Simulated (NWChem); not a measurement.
Species: CaCl cation; SMILES [Cl][Ca+]

```xyz
2

Ca     0.0000     0.0000    -1.0670
Cl     0.0000     0.0000     1.2545
```
Atoms are numbered in this order, from 1.

Coordinates come from a PBE0/def2-SVP optimisation.

List the 6 lowest vertical singlet excitations from PBE/def2-SVPD, full TDDFT (NWChem).


```csv
state,energy (eV),oscillator strength,leading excitation (squared amplitude)
S1,3.93,0.009,HOMO → LUMO (1.00)
S2,3.93,0.009,HOMO−1 → LUMO (1.00)
S3,4.55,0.023,HOMO−2 → LUMO (1.00)
S4,4.66,0.000,HOMO → LUMO+1 (0.50)
S5,4.66,0.000,HOMO−1 → LUMO+1 (0.50)
S6,4.74,0.005,HOMO → LUMO+2 (0.50)
```
